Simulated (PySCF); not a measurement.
Isomers of CH4OSi. All species are isolated molecules in the gas phase. One relaxed conformer stands for each flexible species; it need not be the lowest. Strings in code marks are SMILES.

The S1–T1 gap (TDA) from two functionals at the same geometries (B3LYP-D3(BJ)/def2-TZVP), both in PySCF: PBE-D3(BJ)/def2-TZVP and B3LYP-D3(BJ)/def2-TZVP. B3LYP has the VWN-RPA correlation part, as in Gaussian. Excitations are Tamm–Dancoff values on a coarser integration grid. The basis has no diffuse functions, so Rydberg states are missing or too high.

```csv
species,PBE-D3(BJ)/def2-TZVP (eV)
`O=C[SiH3]`,0.76
`C1O[SiH2]1`,0.79
`C[SiH]=O`,0.37
`C=[SiH]O` (C–Si–O–H torsion 0°),1.30
```

Question: What does B3LYP-D3(BJ)/def2-TZVP give for each?

Answer: 
- `O=C[SiH3]`: 0.73
- `C1O[SiH2]1`: 1.05
- `C[SiH]=O`: 0.35
- `C=[SiH]O` (C–Si–O–H torsion 0°): 1.48
Over these rows, drawn at random from the members with no instability flagged (it was tested for open shells, ions and some series alone), PBE minus B3LYP-D3(BJ): mean -0.10 eV, from -0.26 eV to +0.03 eV.
